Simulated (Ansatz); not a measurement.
Geometry optimisation, Ansatz 0.2.0, RKS B3LYP/STO-3G.

Input:

```yaml
crystal:
  periodic: [false, false, false]
  atoms:
    - { symbol: Si, position_ang: [0.0, 0.0, 0.0] }
    - { symbol: "N", position_ang: [0.0, 0.0, 1.82] }
    - { symbol: H, position_ang: [-0.877, -0.2713, 2.35] }
    - { symbol: H, position_ang: [0.877, 0.2713, 2.35] }
    - { symbol: Cl, position_ang: [2.0086, 0.0, -0.7093] }
    - { symbol: F, position_ang: [-0.7489, 1.2974, -0.5295] }
    - { symbol: Cl, position_ang: [-1.0032, -1.7381, -0.7093] }
basis:
  gaussian: { orbitals: STO-3G }
hamiltonian:
  xc: b3lyp
relax:
  f_tol: 0.02
  max_steps: 40
output:
  orbitals: {}
```

Run as:

```bash
$ ansatz run input.yaml --threads 1 --pin off --max-ram 2048MiB --backend cpu --events-out ev --progress --plain --runs-dir out
```

Task: Where does it end, and by what steps?

Result: The forces met the threshold. Limits of this set-up: minimal basis. After 13 steps the energy has fallen by 0.381 eV; H4 moved furthest, 0.51 Å.

```csv
step,energy less start (eV),largest force component (eV/Å),accepted
0,0.0000,3.558,yes
1,-0.3118,1.472,yes
2,-0.3641,0.689,yes
3,-0.3697,0.087,yes
4,-0.3704,0.274,yes
5,-0.3732,0.162,yes
6,-0.3390,1.489,no
7,-0.3752,0.150,yes
8,-0.3783,0.066,yes
9,-0.3793,0.238,yes
10,-0.3801,0.129,yes
11,-0.3810,0.030,yes
12,-0.3811,0.037,yes
13,-0.3811,0.011,yes
```

```xyz
7
Properties=species:S:1:pos:R:3
Si -0.011 0.035 0.063
N 0.038 0.196 1.774
H -0.833 -0.014 2.305
H 0.849 -0.235 2.263
Cl 1.988 0.114 -0.604
F -0.875 1.232 -0.595
Cl -0.898 -1.769 -0.634
```

Whether the end is a true minimum wasn't checked by a vibrational analysis.

Run time: 34 s on 1 thread of Arm Neoverse V1, on a shared host, peak memory 0.14 GiB.
